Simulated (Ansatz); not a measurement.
AlH3O (SMILES [OH][AlH2]) moved off its minimum; all values from Ansatz (a quantum-chemistry and plane-wave program), cores frozen in correlated methods.
(charge 0, multiplicity 1)
```xyz
5

Al    -0.2799    -0.4927     0.1404
H      0.2333    -1.4068     1.3593
H     -1.6116    -0.8610    -0.7348
O      0.4659     0.9052    -0.2434
H      1.2832     1.1836     0.2207
```

| level | largest force (eV/Å) | on atom | rms difference from CCSD(T)/aug-cc-pV(T+d)Z (eV/Å) | dipole (D) |
|---|---|---|---|---|
| HF/def2-TZVPP | 3.64 | O4 | 0.454 | 1.59 |
| PBE/def2-TZVPP | 3.05 | Al1 | 0.156 | 1.45 |
| r2SCAN/def2-TZVPP | 2.94 | O4 | 0.101 | 1.50 |
| B3LYP/def2-TZVPP | 2.99 | O4 | 0.070 | 1.49 |
| wB97M-V/def2-TZVPP | 3.03 | O4 | 0.083 | 1.51 |
| MP2/aug-cc-pV(T+d)Z | 3.24 | Al1 | 0.054 | 1.45 |
| CCSD(T)/aug-cc-pV(T+d)Z | 3.17 | O4 | 0.000 | 1.43 |

The differences count from one level among others, with limits of its own. Forces at CCSD(T)/aug-cc-pV(T+d)Z (eV/Å):

```csv
atom,Fx,Fy,Fz
Al1,-1.848,-2.436,0.414
H2,-0.046,0.183,-0.267
H3,0.609,0.140,0.370
O4,2.213,2.271,0.092
H5,-0.928,-0.157,-0.609
```
